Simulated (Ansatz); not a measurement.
Consider the ligand exchange at a W–Cl bond: `[NH2][W](=[O])(=[S])[Cl]` + NH₃ → `[NH2][W]([NH2])(=[O])=[S]` + HCl.

Calculated with Ansatz (gas phase, PBE0-D4/def2-TZVP geometries, no zero-point term in ΔE). CCSD(T)/CBS adds triple-zeta CCSD(T) − MP2 to the extrapolated MP2 energy (def2 sets, frozen cores). This one scheme is used for every species. DFT in def2-TZVPP. def2 core potentials past Kr. For W outer-core shells are correlated without core-valence functions, which leaves a few kJ/mol of doubt a bond. One conformer a species, not always the lowest.

```json
{"level": "PBE-QIDH", "ΔE (kJ/mol)": "66.6"}
{"level": "HF/CBS(def2)", "ΔE (kJ/mol)": "56.8"}
```

(1) What does CCSD(T)/CBS give? (Best estimate.)

Largest T1 diagnostic among the species: 0.022, so the coupled-cluster value is less sure than usual.

## Answers

(1) The calculation gave: +61.7 kJ/mol. The listed levels differ from it by 4.9, -4.9 kJ/mol.

In def2-TZVPP, CCSD(T) changes the Hartree–Fock value by +3.4 kJ/mol (the triples alone add +3.6 kJ/mol) and MP2 by +18.6 kJ/mol. At CCSD(T), def2-SVP lies −5.7 kJ/mol from the extrapolated value and def2-TZVPP −2.1 kJ/mol.
